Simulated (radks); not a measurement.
Neutral arsenic inside a hard spherical wall (all orbitals vanish at R), configuration held at [Ar] 3d10 4s2 4p3 and not refilled when levels cross. Method: non-relativistic Kohn-Sham, PBE, spin-polarised, spherical densities, point nucleus; open shells are filled with parallel spins first; computed with a radial shooting solver on a logarithmic mesh with Libxc functionals. Eigenvalues in eV for spin up, with the zero of energy where the potential of the charges vanishes at infinity; a dash marks a level that is unbound or too diffuse for the functional's potential to be trusted. A positive occupied level is held by the wall or, in an anion where self-interaction has pushed it up, behind a barrier. The pressure on the wall is -dE/dV.

| R (bohr) | E (hartree) | kinetic (hartree) | e(3p) | e(3d) | e(4s) | e(4p) | e(5s, empty) | e(5p, empty) | pressure (GPa) |
|---|---|---|---|---|---|---|---|---|---|
| free | -2235.53176 | 2234.139 | -131.96 | -41.459 | -14.777 | -5.955 | - | - | 0 |
| 20 | -2235.53176 | 2234.139 | -131.96 | -41.459 | -14.777 | -5.955 | - | - | < 0.0001 |
| 12 | -2235.53175 | 2234.140 | -131.96 | -41.458 | -14.776 | -5.954 | -0.374 | 0.968 | 0.000175 |
| 10 | -2235.53164 | 2234.141 | -131.95 | -41.446 | -14.767 | -5.945 | -0.011 | 1.737 | 0.00353 |
| 5 | -2235.45112 | 2234.605 | -129.64 | -39.166 | -13.124 | -4.018 | 11.170 | 17.437 | 10.4 |
| 4 | -2235.20047 | 2235.727 | -125.91 | -35.506 | -10.251 | -0.364 | 26.004 | 34.966 | 70.8 |
| 1.5 | -2204.71334 | 2325.759 | -42.571 | 50.871 | 163.07 | 189.17 | 544.27 | 557.27 | 85100 |
